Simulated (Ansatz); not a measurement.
LaO₃H₃. The state is a singlet with charge 0. Geometry r2SCAN-D4/def2-SVP, basis def2-TZVP, Ansatz.

```xyz
7

La   -0.6962    1.0986    0.0010
O     0.7068   -0.1874    1.1342
O    -0.1953   -1.1886   -1.0096
O    -0.3463    0.3616    2.0301
H     0.1394   -1.8919   -1.5787
H     0.1386    3.0521   -0.4755
H     0.2531   -1.2443   -0.1014
```

```json
{"run": "A", "HOMO (eV)": "-4.78", "LUMO (eV)": "-2.10"}
{"run": "B", "HOMO (eV)": "-4.70", "LUMO (eV)": "-1.73"}
{"run": "C", "HOMO (eV)": "-4.56", "LUMO (eV)": "-2.20"}
{"run": "D", "HOMO (eV)": "-5.91", "LUMO (eV)": "-1.61"}
```

In the def2 sets La takes a core potential; there is no spin–orbit coupling. The structure holds one bond between oxygen atoms, so isomers without such links may lie far lower. No other spin state of charge 0 was run. Another isomer (singlet) lies 0.83 eV lower at PBE0-D4/def2-TZVP; other spin states weren't run for this one.

Question: The runs used B97M-V, PBE, PBE0, r2SCAN. Estimate which is which.

Answer: A B97M-V (0 % exact exchange); B r2SCAN (0 % exact exchange); C PBE (0 % exact exchange); D PBE0 (25 % exact exchange). Exact exchange lowers occupied and raises empty levels; among semilocal functionals meta-GGAs tend to open the gap a little, and such runs are hard to tell apart. The gap grows from 2.36 eV (PBE) to 4.30 eV (PBE0).
